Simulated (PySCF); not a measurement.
## Excitation energy of Sn by level of theory

Sn [Kr] 4d10 5s2 5p2 (3P) → Sn [Kr] 4d10 5s1 5p3 (5S), as a difference of total energies. Computed with PySCF 2.14 in ANO-RCC-VTZP, with scalar relativity by spin-free X2C-1e. Correlated levels: valence: [Kr] 4d10 frozen; valence and next inner shell: [Ar] 3d10 frozen. The calculations carry no spin-orbit coupling.

Problem. Order these methods by the excitation energy they give, lowest first.
A. BLYP
B. LDA
C. SCS-MP2 (valence)
D. UHF

Solution. D (2.989 eV), C (4.015 eV), B (5.348 eV), A (5.561 eV).

Errors of the correlated levels include the incompleteness of this basis and the frozen core.

For comparison: 4.607 eV (measured; NIST levels, between the centres of gravity of the two terms).
